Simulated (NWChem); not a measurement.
System: BAsH$_{2}$F$_{2}$; SMILES FB([AsH2])F

```xyz
6

B     -0.0093     1.0228     0.0000
As     0.0304    -1.0132     0.0000
H     -0.9940    -1.1304     1.1164
H     -0.9940    -1.1304    -1.1164
F      0.0287     1.7103    -1.1239
F      0.0287     1.7103     1.1239
```
Atoms are numbered in this order, from 1.

Computed with NWChem. All runs use the structure optimised with PBE0/def2-SVP. GIAO values for the isolated, static molecule; σ is the absolute isotropic shielding, δ = σ(reference) − σ with the isolated reference molecule computed at the same levels (11B: boron trifluoride, 19F: trichlorofluoromethane, 1H: tetramethylsilane).

Problem. Predict the results for KT2/pcSseg-1. Quantities: δ B1 (ppm); σ As2 (ppm); δ H3 (ppm); δ F5 (ppm).

Solution. The δ B1 (ppm) comes out as 22.5, the σ As2 (ppm) is 1938.2 and the δ H3 (ppm) is 2.21. The δ F5 (ppm) comes out as -42.9.
